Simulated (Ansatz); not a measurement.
`[AsH2][InH2]` + `C[SeH]` → `C[Se][AsH2]` + `[InH3]`  (cleavage of the As–In bond)

Computed with Ansatz on PBE0-D4/def2-TZVP structures; ΔE is electronic, products minus reactants. CCSD(T)/CBS is the MP2 limit (def2-TZVPP, def2-QZVPP) plus CCSD(T) − MP2 in def2-TZVPP, frozen cores. Functionals use def2-TZVPP. def2 core potentials past Kr. For As, In, Se outer-core shells are correlated without core-valence functions, which leaves a few kJ/mol of doubt a bond. Scalar relativity is left out up to krypton.

(1) Is it downhill or uphill in electronic energy at CCSD(T)/CBS, and by how much? (Best estimate.)

(2) What do these levels give: revPBE-D4, PBE-QIDH, BLYP, MP2/def2-SVP, HF/def2-TZVPP, MP2/CBS(def2)? (An estimate is asked.)

(3) What do rigid-rotor, harmonic-oscillator terms from PBE0-D4/def2-TZVP frequencies (298.15 K, 1 bar) make of the CCSD(T)/CBS value? (An estimate is asked.)

Largest T1 diagnostic among the species: 0.014.

Results:

(1) The calculation gave: Uphill: ΔE = +47.5 kJ/mol.

(2) Ansatz gave: revPBE-D4 34.1, PBE-QIDH 45.2, BLYP 41.9, MP2/def2-SVP 48.5, HF/def2-TZVPP 42.7, MP2/CBS(def2) 49.0 kJ/mol.

(3) The calculation gave: ΔZPE = -3.5 kJ/mol, ΔH = +44.5 kJ/mol, ΔS = -16 J/(mol·K), ΔG = +49.1 kJ/mol.

The D4 term adds −4.9 kJ/mol with B3LYP and −2.5 kJ/mol with PBE0; it sums over pairs of atoms, weighted by their polarisabilities, and B3LYP, whose exchange is more repulsive, gets the larger term. Leaving LDA and LC-ωPBE aside and taking each functional with its dispersion term where it has one, the values, not all of them listed here, spread over 12.7 kJ/mol, from B97M-V to PBE-QIDH.

B3LYP here is the variant with VWN-RPA as its local correlation; programs differ in this.
